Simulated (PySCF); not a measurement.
C₄H₄ClF, SMILES C1=C(Cl)C[C@H]1F. The structure is a stationary point at PBE-D3(BJ)/def2-SVP. The structure was generated by enumeration; whether it is a known compound was not checked.

Calculation: PBE-D3(BJ)/def2-SVP (PySCF 2.14.0).

Harmonic wavenumbers (cm⁻¹): 113, 259, 389, 416, 435, 543, 757, 831, 891, 934, 969, 1024, 1095, 1125, 1135, 1178, 1246, 1316, 1394, 1611, 2974, 2996, 3066, 3173. Rotational constants (GHz): 10.16, 1.442, 1.337; symmetry number 1.

Problem. Work out the zero-point energy and the ideal-gas rigid-rotor harmonic-oscillator thermochemistry at 298.15 K and 1 atm.

Solution. ZPE = ½ Σ hcν = ½ × 29871 cm⁻¹ = 178.67 kJ/mol. H − E(el) = 195.75 kJ/mol. Entropy in J/(mol K): translation 166.97, rotation 113.79, vibration 39.25, total 320.02. G − E(el) = 100.34 kJ/mol. Cp = 90.62 J/(mol K). Modes under 150 cm⁻¹ make the vibrational entropy uncertain.
